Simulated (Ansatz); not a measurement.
Ideal-gas functions of Cl$_{3}$HSSn (`[SH][Sn]([Cl])([Cl])[Cl]`) at 400 K and 1 bar, from an Ansatz frequency run at PBE0-D4/def2-TZVP.

Molar mass 258.14 g/mol, point group Cs (symmetry number 1), electronic degeneracy 1, moments of inertia 485.742, 503.119, 508.637 u Å². Harmonic wavenumbers (cm⁻¹, unscaled): 49, 92, 117, 120, 125, 126, 354, 391, 393, 398, 733, 2700.

Use S(trans) = R[1.5 ln M + 2.5 ln T − 1.1517]; rotational temperatures θ = 24.2544 K / I; S(rot) = R[ln(√π/σ · √(T³/θAθBθC)) + 1.5]; for each mode x = 1.438777 ν̃/T, S = R[x/(eˣ − 1) − ln(1 − e⁻ˣ)] and H = RT x/(eˣ − 1); 1 cm⁻¹ = 0.0119627 kJ/mol; R = 8.31446 J/(mol·K).

By hand: the entropy, in J/(mol·K).

Translation 184.2. Rotation: θ = 0.0499, 0.0482, 0.0477 K, giving 129.7. Vibration, mode by mode: 22.76, 17.55, 15.57, 15.36, 15.03, 14.97, 6.85, 6.13, 6.10, 6.01, 2.31, 0.01, in all 128.6. Electronic 0.0. Sum 442.5 J/(mol·K).

By hand: H − E and G − E in kJ/mol, counted from the electronic energy.

Zero-point energy ½ × 5598 × 0.0119627 = 33.5; thermal vibration 23.3; translation, rotation and pV give 4 RT = 13.3. H − E = 70.1 kJ/mol, and G − E = 70.1 − 400 × 442.5/1000 = -106.9 kJ/mol.

Vibration gives 29 % of the entropy, 101.2 J/(mol·K) of it from the modes under 150 cm⁻¹: soft modes count most, and the harmonic formula is weakest for them. The sum counts one conformer and one mirror image; others add a mixing term.
